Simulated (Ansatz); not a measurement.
Consider the ligand exchange at a B–Te bond: `NCB[TeH]` + CH₃OH → `COBCN` + H₂Te.

Calculated with Ansatz (gas phase, PBE0-D4/def2-TZVP geometries, no zero-point term in ΔE). CBS: MP2 limit from def2 TZ/QZ plus the TZ coupled-cluster correction, frozen cores. This one scheme is used for every species. DFT in def2-TZVPP. def2 core potentials past Kr. For Te outer-core shells are correlated without core-valence functions, which leaves a few kJ/mol of doubt a bond. One conformer a species, not always the lowest.

`NCB[TeH]`:

```xyz
10

N    -0.276    0.072   -1.701
C    -0.431    0.028   -0.253
B     0.923   -0.036    0.520
Te    1.101   -0.574    2.562
H    -1.150    0.299   -2.157
H     0.398    0.777   -1.968
H    -1.056   -0.832    0.016
H    -0.963    0.902    0.175
H     1.963    0.274    0.016
H    -0.510   -0.910    2.790
```

CH₃OH:

Cartesian coordinates in Å:
```
C -0.261 0.035 0.239
O 0.823 -0.582 -0.415
H -0.576 -0.636 1.039
H -1.117 0.194 -0.429
H 0.014 0.997 0.690
H 1.117 -0.009 -1.126
```

`COBCN`:

Cartesian coordinates in Å:
```
C -0.039 -0.961 -2.266
O -0.032 -0.979 -0.855
B -0.015 0.148 -0.120
C 0.050 0.030 1.442
N -0.333 1.265 2.116
H 0.845 -1.486 -2.634
H -0.929 -1.482 -2.624
H -0.039 0.063 -2.650
H -0.013 1.218 -0.682
H 1.070 -0.324 1.688
H -0.615 -0.781 1.762
H -0.109 1.234 3.102
H 0.160 2.055 1.721
```

H₂Te:

Cartesian coordinates in Å:
```
Te 0.002 0.398 0.668
H -0.348 -1.163 0.242
H 0.346 0.765 -0.910
```

| level | ΔE (eV) |
| --- | --- |
| PBE-D4 | -0.71 |
| PBE0 | -0.75 |
| HF/def2-TZVPP | -0.97 |
| CCSD/def2-TZVPP | -0.82 |

(1) What does CCSD(T)/CBS give? (An estimate is asked.)

Largest T1 diagnostic among the species: 0.013.

## Answers

(1) The calculation gave: -0.73 eV. The listed levels differ from it by 0.02, -0.02, -0.24, -0.09 eV.

In def2-TZVPP, CCSD(T) changes the Hartree–Fock value by +0.18 eV (the triples alone add +0.04 eV) and MP2 by +0.25 eV. The D4 term adds +0.04 eV with B3LYP and +0.02 eV with PBE0; it sums over pairs of atoms, weighted by their polarisabilities, and B3LYP, whose exchange is more repulsive, gets the larger term.

B3LYP here is the variant with VWN-RPA as its local correlation; programs differ in this.
